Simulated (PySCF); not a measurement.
**Bond length, frequency and bond energy of TeO⁺ by level of theory**

State: ²Π (doublet), unpaired electrons π ↑. Set-up: basis Te def2-SVP with ECP28, O def2-SVP; scalar-relativistic core potentials; PySCF 2.14. De refers to Te⁺ + O in their high-spin ground configurations, without counterpoise correction. The functionals are run spin-unrestricted. A positive dipole points towards O; it is taken about the centre of mass and depends on that origin. Levels whose curve was spin-contaminated or gave no clean fit are not listed.

```csv
Level,Re (Å),ωe (cm⁻¹),De (eV),μ (D),"CPU s a point (SCF and correlation, without the integrals)"
UHF,1.741,1049,-1.71,-3.70,0.077
UHF-CCSD,1.817,827,1.80,n/a,n/a
PBE,1.826,845,3.83,-2.41,0.58
revPBE,1.831,837,3.47,-2.42,0.52
PW91,1.824,846,3.87,-2.41,0.41
BP86,1.826,843,3.88,-2.41,0.43
PBE0,1.790,924,2.67,-2.78,0.93
```

Problem. What does a quarter of exact exchange do here, going from PBE to PBE0?

Solution. PBE0 less PBE: -3.6 pm in Re, +9.3 % in ωe, -1.16 eV in De. Exact exchange removes part of the self-interaction that spreads semilocal densities, and in most molecules shortens and stiffens the bond and lowers De; so it does here.

Correlated steps freeze 5 core orbitals. Correlated levels converge slowly with the basis: in double zeta they bind strong bonds too weakly, by up to about 1 eV, and carry superposition errors of some tenths. These are scalar-relativistic numbers at best; spin–orbit coupling would shift them, the dissociation energy most. For an ion De counts to the pair picked by the measured ionisation energies or electron affinities, which need not be the lowest pair at this level. A negative De means that the minimum lies above the separated atoms at that level. The state is the lowest determinant that a PBE0 search found; another state may lie lower at other levels.

The whole job (state search and all levels along the bond) took about 1.6 min on 1 thread of Intel Xeon Platinum 8488C (shared host), peak memory 0.46 GiB.
